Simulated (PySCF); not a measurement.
B(Br)(OH)(OMe) (CH₄BBrO₂), SMILES COB(O)Br. Geometry: PBE-D3(BJ)/def2-SVP. The structure was generated by enumeration, and PubChem lists no compound with its InChIKey, so it may never have been made. Other conformers were not sampled.

Computed equilibrium geometry at PBE-D3(BJ)/def2-SVP (PySCF confirms it by a frequency run) as a Z-matrix (one conformer of several):
```
O
B 1 1.3506
O 2 1.3657 1 122.55
H 3 0.9730 2 111.93 1 179.90
C 1 1.4242 2 122.06 3 0.03
H 5 1.1087 1 112.12 2 -1.33
H 5 1.1092 6 109.26 1 120.80
H 5 1.1093 6 109.20 7 118.32
Br 2 1.9538 1 117.01 5 -179.99
```
Charge 0, spin multiplicity 1.
